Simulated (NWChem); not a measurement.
C2H2F, doublet; SMILES [CH]=CF

All runs: NWChem. Spin-unrestricted. Spin-contaminated determinants: UHF/3-21G (<S²> = 1.01). In the optimisation the excess spin sits in a' (Cs, its own frame). No stability test was run on the SCF state. Each level has its own optimisation; frequencies are unscaled. Brackets give each atom's bonded neighbours.

```tsv
level	r C–C (Å)	r C–H [C(CH)–H(C)] (Å)	r C–F (Å)	r C–H [C(CFH)–H(C)] (Å)	highest harmonic frequency (cm⁻¹)	lowest (cm⁻¹)	zero-point energy (kcal/mol)	dipole (D)
UHF/3-21G	1.319	1.065	1.373	1.067	3466	479	20.2	1.40
B3LYP/3-21G	1.305	1.074	1.391	1.084	3337	432	19.2	0.94
PBE0/def2-SVP	1.312	1.086	1.338	1.096	3334	434	19.2	0.79
```
